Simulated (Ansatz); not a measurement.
`[CH3][In]([CH3])[OH]` and `[CH3][In]([CH3])[F]` differ in one atom or group.

Ansatz, PBE0-D4/def2-TZVP geometries, multiplicity 1. Each molecule was computed in one conformer, which needn't be the lowest.

Elements past krypton have def2 core potentials.

```csv
property,`[CH3][In]([CH3])[OH]`
HOMO energy (ωB97M-V/def2-TZVPP) / eV,-9.62
size of the dipole moment (B3LYP/def2-TZVPP) / D,2.38
LUMO energy (ωB97M-V/def2-TZVPP) / eV,0.64
size of the dipole moment (PBE/def2-TZVPP) / D,2.21
HOMO energy (PBE/def2-TZVPP) / eV,-6.19
HOMO–LUMO gap (ωB97M-V/def2-TZVPP) / eV,10.25
```

Q: Give the same properties after the change, and the shifts. (Estimate.)

A: Computed: 
```csv
property,`[CH3][In]([CH3])[F]`,shift
HOMO energy (ωB97M-V/def2-TZVPP) / eV,-9.90,-0.28
size of the dipole moment (B3LYP/def2-TZVPP) / D,3.66,1.28
LUMO energy (ωB97M-V/def2-TZVPP) / eV,0.36,-0.28
size of the dipole moment (PBE/def2-TZVPP) / D,3.48,1.27
HOMO energy (PBE/def2-TZVPP) / eV,-6.49,-0.30
HOMO–LUMO gap (ωB97M-V/def2-TZVPP) / eV,10.26,0.01
```

Dipoles are sizes alone; their direction can turn.

B3LYP here is the variant with VWN-RPA as its local correlation; programs differ in this.
